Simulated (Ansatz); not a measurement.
Cartesian coordinates in Å:
```
C -1.8869 -1.1151 -0.5266
C -0.8692 -0.5138 -0.2426
Zr 0.9309 0.5501 0.2599
Cl 0.9384 0.9145 2.5507
Cl 0.9262 2.5628 -0.8934
Cl 2.7413 -0.7553 -0.3721
H -2.7807 -1.6432 -0.7760
```

Total charge 0; spin multiplicity 1. Zr: def2 effective core potential.

Task: List the ωB97M-V/def2-TZVPP orbital energies in eV (Ansatz). (Best estimate.)

Result: The calculation gave: Occupied: -2772.27, -2772.27, -2772.27, -282.28, -281.41, -262.68, -262.68, -262.68, -200.09, -200.09, -200.09, -200.06, -200.06, -200.06, -200.06, -200.06, -200.06, -63.54, -39.81, -39.81, -39.66, -25.75, -25.49, -25.49, -23.98, -18.13, -13.70, -13.41, -13.29, -13.29, -12.81, -12.81, -12.42, -12.18, -12.18, -11.78, -10.98, -10.98. Lowest empty: -0.75, -0.75, 0.19, 0.19, 0.59, 0.92, 1.68, 1.69.
